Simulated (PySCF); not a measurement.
hydronium (H3O), SMILES [OH3+], charge +1.

Coordinates come from a B3LYP-D3(BJ)/def2-TZVPD optimisation.

All values below come from PBE0/def2-TZVPD in PySCF.

Symmetry labels are those of the subgroup Cs that the program uses (full group C3v).

Computed valence orbital energies around the gap with their symmetry:
```csv
orbital,symmetry,energy (eV)
HOMO−4,A',-534.48
HOMO−3,A',-40.24
HOMO−2,A",-25.95
HOMO−1,A',-25.95
HOMO,A',-20.68
LUMO,A',-7.20
LUMO+1,A",-4.62
LUMO+2,A',-4.62
LUMO+3,A',-3.01
```
